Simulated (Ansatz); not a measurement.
CH8GeSi, SMILES [SiH2]([GeH3])C.

The structure is a stationary point at B3LYP-D3(BJ)/def2-SVP. This is a generated structure with no PubChem entry under its InChIKey; it may be hypothetical.

Two levels are set side by side: PBE/def2-SVPD (Ansatz, a program for electronic structure) and PBE0/def2-SVPD (Ansatz). Energy differences of separate SCF runs at the same geometry; the states with an electron removed or added have multiplicity 2 and 2. Differences are taken from unrounded values.

```tsv
quantity	PBE0
vertical ionisation energy (eV)	9.95
vertical singlet–triplet gap (eV)	6.31
```

Q: What does PBE give, and how far is it from PBE0? (The exact figures need the calculation; the answer reports its results.)

A: 
```json
[
 {"quantity": "vertical ionisation energy (eV)", "PBE": "9.77", "PBE minus PBE0": "-0.19"},
 {"quantity": "vertical singlet–triplet gap (eV)", "PBE": "6.05", "PBE minus PBE0": "-0.26"}
]
```
